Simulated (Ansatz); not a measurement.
CH3AlF2 can be A, `F[CH2][AlH][F]`, or B, `[CH3][Al]([F])[F]`.

Calculated with Ansatz (gas phase, PBE0-D4/def2-TZVP geometries, no zero-point term in ΔE). CBS: MP2 limit from def2 TZ/QZ plus the TZ coupled-cluster correction, frozen cores. Functionals use def2-TZVPP. B3LYP here is the variant with VWN-RPA as its local correlation; programs differ in this. Each species was taken in one conformer, which may not be the lowest.

**Question.** Which is lower in electronic energy at CCSD(T)/CBS, and by how much? (Best estimate.)

**Answer.** Ansatz gave: B, by 322.7 kJ/mol.

**Question.** Give E(B) − E(A) in kJ/mol with r2SCAN-D4, PBE-D4, CCSD(T)/def2-SVP, PBE0-D4, B3LYP, LDA (SPW92), B2PLYP. (Best estimate.)

**Answer.** Computed: r2SCAN-D4 -317.9, PBE-D4 -302.0, CCSD(T)/def2-SVP -310.4, PBE0-D4 -308.5, B3LYP -308.9, LDA (SPW92) -304.2, B2PLYP -318.2. None reverses the order clearly.

**Question.** Does the order hold for the free energy at 298.15 K (harmonic terms from PBE0-D4)? (Estimate.)

**Answer.** The calculation gave: Yes: G(B) − G(A) = -318.5 kJ/mol, for one conformer each. Modes under 60 cm⁻¹, often nearly free rotors, make the harmonic entropy too high.

Largest T1 diagnostic: 0.012.

From BLYP to BHLYP (50 % exact exchange), in def2-TZVPP and without D4, E(B) − E(A) moves by −11.7 kJ/mol. In def2-TZVPP, CCSD(T) changes the Hartree–Fock value by −9.0 kJ/mol (the triples alone add +0.1 kJ/mol) and MP2 by −22.8 kJ/mol.
